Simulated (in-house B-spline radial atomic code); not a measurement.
# Two electrons outside the [He] 2s2 core: the fluorine ion F³⁺

Computed with a B-spline radial code for spherical atoms: configuration interaction (CI) of the two valence electrons in the field of the frozen Dirac-Fock core, alone and with many-body perturbation theory for the core (screened one- and two-electron correlation potentials), Breit and QED terms; no-pair Dirac Hamiltonian, finite nucleus. Labels give the configuration (outer n counted up each series) and the leading LS term, or the jj pair where no LS term holds 70 %.

The outer s² shell of this core is soft: its mixing with p² is only treated to second order, so levels can be several per cent off.

Command:
```bash
python run_mb.py task.json out
```
Settings (nuclear radius in fm, box in bohr, cutoff in hartree):
```
basis_form          3
Z                   9
core_configuration  [He] 2s2
rms_radius          2.8976
mass_number         19
speed_of_light      137.036
box_radius          18.0
lmax                6
intervals           66
virtual_cutoff      300.0
```

Cost of the run: 25 s on 1 thread of AMD EPYC 9R45, on a shared host.

Excitation energies (cm⁻¹):

| level | purity of the LS term | CI alone | CI + MBPT + Breit + QED | Landé g of the LS mixture |
| --- | --- | --- | --- | --- |
| 2p2 3P0 | 1.0 | 0 | 0 | - |
| 2p2 3P1 | 1.0 | ? | ? | ? |
| 2p2 3P2 | 1.0 | 710 | 610 | 1.50 |
| 2p2 1D2 | 1.0 | ? | ? | ? |
| 2p2 1S0 | 1.0 | 59580 | 58769 | - |

Q: Where does 2p2 3P1 lie?

A: 243 cm⁻¹ in CI alone and 225 cm⁻¹ with all corrections; g = 1.50.

Q: Where does 2p2 1D2 lie?

A: 25330 cm⁻¹ in CI alone and 24641 cm⁻¹ with all corrections; g = 1.00.

Q: What is the first ionisation energy?

A: 87.304 eV to the 2p1/2 state of the next ion (85.514 eV from CI alone). NIST lists 87.175 ± 0.017 eV (semi-empirical).
